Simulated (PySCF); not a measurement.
An unknown shows these calculated signals:

1H NMR (400 MHz, computed): δ 4.96 (m, 1H), 4.88 (m, 1H), 2.53 (m, 1H), 2.49 (m, 1H), 2.33 (m, 1H), 1.87 (m, 1H), 1.44 (m, 1H).

13C{1H} NMR (computed): δ 139.5 (C), 33.4 (CH), 22.7 (CH2), 9.2 (CH2).

- geometry: GFN2-xTB
- GIAO PBE0/pcSseg-1 shieldings
- program: PySCF 2.14
- one computed conformer, fast rotation and ring inversion assumed for equivalent nuclei, non-relativistic Hamiltonian, isolated molecule

δ = σ(ref) − σ, references computed at the same level: 1H (31.72 ppm) and 13C (186.93 ppm) vs TMS.

Which of these does the molecule contain: a CF3 group, an amide, a Si–H bond, a (CH3)2CH unit, a methoxy group?

Answers


- A CF3 group: yes (δC 139.5).
- An amide: no.
- A Si–H bond: yes (δH 4.96 (m), 4.88 (m)).
- A (CH3)2CH unit: no.
- A methoxy group: no.

The data belong to SMILES FC(F)(F)[C@@H]1CC[SiH2]1, C₄H₇F₃Si; they needn't prove each group on their own.

Carbon signals by region: 1 in the sp2 and nitrile region (100–160 ppm), 3 below 50 ppm.

Splittings by 19F in the carbon and heteronuclear signals aren't shown, as no couplings were computed. Shifts are as computed. Against solution values, carbons near 30 ppm lie about +3 ppm off and those near 130 ppm about +5 ppm. Of 1211 compounds with measured shifts, 218 miss one by over three times the rms of a fit or turn the order of signals round; such compounds aren't used in these exercises. No couplings were computed; multiplicities are counted from neighbouring protons, with m where these are inequivalent, close in shift, in a saturated or five-membered ring or joined by F or P, and br s for small geminal =CH2 splittings.
